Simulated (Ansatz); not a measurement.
CrN2O2H4⁻, that is CrO2(NH2)2 with one electron more. The state is a doublet with charge -1. Geometry B3LYP-D4/def2-SVP, that of the neutral singlet.

```xyz
9

Cr   -0.0014    0.5805    0.2110
O    -0.0034    0.9104    1.7279
O    -0.0034    1.8075   -0.7399
N    -1.4869   -0.3678   -0.1346
H    -1.9549   -0.9387    0.5629
H    -1.9566   -0.3535   -1.0349
N     1.4887   -0.3618   -0.1307
H     1.9581   -0.3495   -1.0312
H     1.9598   -0.9270    0.5694
```

At PBE-D4/def2-TZVPD, r2SCAN-D4/def2-TZVPD, PBE0-D4/def2-TZVPD the highest occupied level of the charge -1 doublet lies above zero (up to 2.51 eV). By energy differences its removal costs 0.50 eV (vertical, to the charge 0 singlet, at PBE-D4/def2-TZVPD); a positive level beside a positive removal energy at the same level points to self-interaction error. At PBE-D4/def2-TZVPD the gap within one spin of the charge -1 doublet nearly closes, so an electron or hole may be smeared out by delocalisation error.

(1) Estimate the α-spin orbital energies around the gap (eV) in Ansatz with PBE-D4/def2-TZVPD, r2SCAN-D4/def2-TZVPD, PBE0-D4/def2-TZVPD.

Results:

(1) 
```json
{"orbital": "HOMO−5", "PBE-D4/def2-TZVPD": "-2.86", "r2SCAN-D4/def2-TZVPD": "-3.14", "PBE0-D4/def2-TZVPD": "-4.54"}
{"orbital": "HOMO−4", "PBE-D4/def2-TZVPD": "-2.51", "r2SCAN-D4/def2-TZVPD": "-2.69", "PBE0-D4/def2-TZVPD": "-3.89"}
{"orbital": "HOMO−3", "PBE-D4/def2-TZVPD": "-1.64", "r2SCAN-D4/def2-TZVPD": "-1.83", "PBE0-D4/def2-TZVPD": "-3.12"}
{"orbital": "HOMO−2", "PBE-D4/def2-TZVPD": "-1.13", "r2SCAN-D4/def2-TZVPD": "-1.37", "PBE0-D4/def2-TZVPD": "-2.76"}
{"orbital": "HOMO−1", "PBE-D4/def2-TZVPD": "-0.38", "r2SCAN-D4/def2-TZVPD": "-0.51", "PBE0-D4/def2-TZVPD": "-1.58"}
{"orbital": "HOMO", "PBE-D4/def2-TZVPD": "2.51", "r2SCAN-D4/def2-TZVPD": "2.15", "PBE0-D4/def2-TZVPD": "0.34"}
{"orbital": "LUMO", "PBE-D4/def2-TZVPD": "2.60", "r2SCAN-D4/def2-TZVPD": "2.63", "PBE0-D4/def2-TZVPD": "3.44"}
{"orbital": "LUMO+1", "PBE-D4/def2-TZVPD": "2.82", "r2SCAN-D4/def2-TZVPD": "3.41", "PBE0-D4/def2-TZVPD": "3.54"}
{"orbital": "LUMO+2", "PBE-D4/def2-TZVPD": "2.96", "r2SCAN-D4/def2-TZVPD": "3.51", "PBE0-D4/def2-TZVPD": "3.60"}
{"orbital": "LUMO+3", "PBE-D4/def2-TZVPD": "3.42", "r2SCAN-D4/def2-TZVPD": "3.96", "PBE0-D4/def2-TZVPD": "3.93"}
{"orbital": "LUMO+4", "PBE-D4/def2-TZVPD": "3.75", "r2SCAN-D4/def2-TZVPD": "4.27", "PBE0-D4/def2-TZVPD": "4.21"}
{"orbital": "LUMO+5", "PBE-D4/def2-TZVPD": "4.08", "r2SCAN-D4/def2-TZVPD": "4.40", "PBE0-D4/def2-TZVPD": "5.14"}
{"orbital": "β HOMO", "PBE-D4/def2-TZVPD": "-0.31", "r2SCAN-D4/def2-TZVPD": "-0.37", "PBE0-D4/def2-TZVPD": "-1.35"}
{"orbital": "β LUMO", "PBE-D4/def2-TZVPD": "2.97", "r2SCAN-D4/def2-TZVPD": "3.25", "PBE0-D4/def2-TZVPD": "3.52"}
```
